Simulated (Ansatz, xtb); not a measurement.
AlGe2H5: 4 structures ranked

4 gas-phase structures of AlGe2H5, found in a search over its isomers (lower ones may exist). Each was relaxed with GFN2-xTB:

A. a singlet given by its coordinates
B. `[AlH2][Ge][GeH3]`, a singlet
C. `[GeH][AlH][GeH3]`, a triplet
D. a singlet given by its coordinates

D (Å):

```csv
atom,x (Å),y (Å),z (Å)
Al,-0.5886,-0.9358,-1.6352
Ge,-1.0312,-1.9375,0.6413
Ge,-1.8790,0.5627,-0.0640
H,0.0360,-1.1171,-3.0258
H,0.4720,-1.5880,-0.3474
H,-1.4095,-2.4317,-1.0804
H,-0.3068,0.7140,-0.9947
H,-2.1875,-0.1313,-1.7315
```

Close contacts (Å): Al1–Ge2 2.53, Al1–Ge3 2.53, Ge2–Ge3 2.73, Al1–H4 1.54, Al1–H5 1.79, Al1–H6 1.79, Al1–H7 1.79, Al1–H8 1.79, Ge2–H5 1.83, Ge2–H6 1.83, Ge3–H7 1.83, Ge3–H8 1.83.

A (Å):

| atom | x (Å) | y (Å) | z (Å) |
| --- | --- | --- | --- |
| Al | 0.5017 | -1.1306 | -1.3531 |
| Ge | -1.3231 | 0.1110 | 0.0333 |
| Ge | -3.1920 | -1.4072 | -0.6444 |
| H | 1.6506 | -0.0804 | -1.3771 |
| H | 0.6626 | -2.4229 | -2.2033 |
| H | -1.0407 | -0.3879 | -1.8148 |
| H | -0.1126 | -1.4969 | 0.1955 |
| H | -3.9533 | -0.0310 | -1.0753 |

Close contacts (Å): Al1–Ge2 2.61, Ge2–Ge3 2.50, Al1–H4 1.56, Al1–H5 1.56, Al1–H6 1.77, Al1–H7 1.71, Ge2–H6 1.93, Ge2–H7 2.02, Ge3–H8 1.63.

**Question.** Estimate their order in r2SCAN-D4/def2-SVP//GFN2-xTB energy at these geometries, lowest first.

**Answer.** Calculated order at r2SCAN-D4/def2-SVP//GFN2-xTB: D (0.000), B (0.884), A (1.295), C (1.580) eV.

Energies above the lowest of each column, in eV (a dash: not run or not comparable):

| structure | GFN2-xTB | HF/STO-3G | r2SCAN-D4/def2-SVP//GFN2-xTB |
| --- | --- | --- | --- |
| D | 0.000 | 2.931 | 0.000 |
| B | 1.398 | 0.000 | 0.884 |
| A | 0.236 | 2.983 | 1.295 |
| C | – | 1.262 | 1.580 |

r2SCAN-D4/def2-SVP//GFN2-xTB puts D lowest; HF/STO-3G picks B. Some further structures that were screened fall inside this span and aren't listed. Flexible structures stand in one conformer each, not always the lowest. Frequencies (r2SCAN-D4/def2-SVP) were run for D alone. GFN2-xTB has no spin polarisation and isn't compared across spin states. Open shells are spin-unrestricted.

Programs: Ansatz 0.2.0, xtb 6.7.1.
